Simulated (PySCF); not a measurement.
# RuCl: frontier orbitals

ωB97M-V at R = 2.280 Å; basis Ru x2c-SVPall, Cl x2c-SVPall; spin-free X2C with a Gaussian nucleus; PySCF 2.14. State: quartet, unpaired electrons σ ↑, π ↑, δ ↑, a mixture of terms (⟨Lz²⟩ = 4.5). Only the outer orbitals are listed, counted within each symmetry.

```
spin  orbital  occ.  ε (eV)  on Ru (%)            main shells (%)
   α      13σ     1  -12.18         44           54 Cl p, 42 Ru d
   α       6π     1  -11.50         64           63 Ru d, 36 Cl p
   α       6π     1  -11.18         55           55 Ru d, 44 Cl p
   α       2δ     1  -10.47        100                   100 Ru d
   α       2δ     1  -10.02         99                    99 Ru d
   α       7π     1   -9.18         41           59 Cl p, 38 Ru d
   α      14σ     1   -9.01         74  48 Ru d, 26 Cl p, 24 Ru s
   α       7π     1   -8.88         50           50 Cl p, 46 Ru d
   α      15σ     0   -0.94         94           68 Ru s, 20 Ru p
   α       8π     0    2.41         98                    92 Ru p
   α       8π     0    2.42         98                    92 Ru p
   β      13σ     1  -11.36         21           77 Cl p, 15 Ru d
   β       6π     1  -10.69         34           66 Cl p, 33 Ru d
   β       6π     1  -10.14         13           87 Cl p, 10 Ru d
   β       2δ     1   -8.58         97                    93 Ru d
   β       7π     1   -8.11         71           68 Ru d, 29 Cl p
   β      14σ     0   -1.28        100   81 Ru s, 10 Ru d, 8 Ru p
   β      15σ     0    0.04         93           73 Ru d, 19 Ru p
   β       7π     0    0.05         93                    87 Ru d
```

Which are the highest filled and the lowest empty level, where do they sit, and how wide is the gap?

Highest filled β 7π at -8.11 eV (in %: 68 Ru d, 29 Cl p); lowest empty β 14σ at -1.28 eV (in %: 81 Ru s, 10 Ru d, 8 Ru p); the gap at ωB97M-V is 6.83 eV.

```
bond order (Mayer)                               : 1.25
⟨S²⟩                                             : 3.756
charge on Ru (Mulliken, basis-dependent)         : 0.27
charge on Ru (Löwdin, basis-dependent)           : -0.09
dipole moment (positive dipole means Ru(−)Cl(+)) : -4.98 D
```

Spin–orbit coupling is left out. The state is the lowest single determinant that the PBE0 search found; with open d or f shells the true ground state can be another one.
